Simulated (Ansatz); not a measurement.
Calculated with Ansatz (gas phase, PBE0-D4/def2-TZVP geometries, no zero-point term in ΔE). CBS: MP2 limit from def2 TZ/QZ plus the TZ coupled-cluster correction, frozen cores. This one scheme is used for every species. Functionals use def2-TZVPP. Elements past krypton have def2 core potentials. For Sn outer-core shells are correlated without core-valence functions, which leaves a few kJ/mol of doubt a bond. Each species was taken in one conformer, which may not be the lowest.

Consider the formal exchange of groups at the Sn–C bond: `[CH3][SnH2][SiH2]O` + SiH₄ → `O[SiH2][SnH2][SiH3]` + CH₄.

`[CH3][SnH2][SiH2]O`:

Cartesian coordinates in Å:
```
C -0.624 1.819 0.935
Sn 0.766 0.198 0.725
Si 0.287 -1.209 -1.378
O -1.156 -2.014 -1.268
H -0.530 2.499 0.089
H -1.643 1.432 0.968
H -0.421 2.366 1.856
H 0.654 -0.796 2.122
H 2.358 0.832 0.685
H 0.152 -0.335 -2.570
H 1.415 -2.157 -1.618
H -1.259 -2.636 -0.546
```

SiH₄:

Cartesian coordinates in Å:
```
Si 0.000 0.000 0.000
H -0.107 1.481 -0.003
H -1.354 -0.593 0.142
H 0.852 -0.433 1.136
H 0.608 -0.455 -1.276
```

`O[SiH2][SnH2][SiH3]`:

Z-matrix (Å, degrees):
```
Si
Sn 1 2.575
O 1 1.654 2 111.8
H 1 1.484 2 110.2 3 -116.8
H 1 1.492 2 109.5 3 123.8
Si 2 2.563 1 112.1 3 61.2
H 2 1.715 1 109.3 3 -59.5
H 2 1.712 1 110.3 3 -176.5
H 3 0.958 1 117.6 2 61.0
H 6 1.487 2 109.9 1 58.8
H 6 1.487 2 111.2 1 179.1
H 6 1.487 2 109.8 1 -60.6
```

CH₄:

```xyz
5

C     0.000    0.000    0.000
H    -0.985   -0.386    0.263
H     0.591   -0.794   -0.455
H     0.502    0.357    0.898
H    -0.109    0.822   -0.707
```

Is it downhill or uphill in electronic energy at CCSD(T)/CBS, and by how much? (Estimate.)

Ansatz gave: Downhill: ΔE = -54.0 kJ/mol.

What do these levels give: PBE0-D4, ωB97X-V, MP2/def2-TZVPP, HF/def2-QZVPP, SCS-MP2/def2-QZVPP, HF/CBS(def2)? (Best estimate.)

Computed: PBE0-D4 -64.3, ωB97X-V -54.4, MP2/def2-TZVPP -50.3, HF/def2-QZVPP -49.0, SCS-MP2/def2-QZVPP -48.6, HF/CBS(def2) -48.9 kJ/mol.

Largest T1 diagnostic among the species: 0.013.
